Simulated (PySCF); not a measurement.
The same groups moved round the core (butadiene methyl+boryl). Gas-phase values, no solvent. One relaxed conformer stands for each flexible species; it need not be the lowest. Strings in code marks are SMILES.

The vertical ionisation energy (Delta-SCF) from two functionals at the same geometries (CAM-B3LYP-D3(BJ)/def2-TZVP), both in PySCF: PBE-D3(BJ)/def2-TZVP and TPSSh-D3(BJ)/def2-TZVP. Delta-SCF ions had no search for a lower state. 

| species | TPSSh-D3(BJ)/def2-TZVP (eV) |
|---|---|
| `C(=C/C(B)=C)/C` | 8.61 |
| `B/C(C)=C/C=C` | 8.81 |
| `B/C(C)=C\C=C` | 8.67 |
| `B/C(C=C)=C/C` | 8.59 |
| `B/C=C(/C)C=C` | 8.96 |
| `C=C/C(C)=C/B` | 8.99 |
| `B/C=C/C(=C)C` | 8.98 |
| `B/C=C\C(=C)C` | 8.94 |
| `B/C=C/C=C/C` | 8.74 |
| `B/C=C/C=C\C` | 8.76 |

**Question.** What does PBE-D3(BJ)/def2-TZVP give for each?

**Answer.** 
- `C(=C/C(B)=C)/C`: 8.69
- `B/C(C)=C/C=C`: 8.92
- `B/C(C)=C\C=C`: 8.77
- `B/C(C=C)=C/C`: 8.70
- `B/C=C(/C)C=C`: 9.09
- `C=C/C(C)=C/B`: 9.12
- `B/C=C/C(=C)C`: 9.10
- `B/C=C\C(=C)C`: 9.06
- `B/C=C/C=C/C`: 8.84
- `B/C=C/C=C\C`: 8.87
Over these rows, drawn at random from the members with no instability flagged (it was tested for open shells, ions and some series alone), PBE minus TPSSh-D3(BJ): mean +0.11 eV, from +0.07 eV to +0.13 eV.
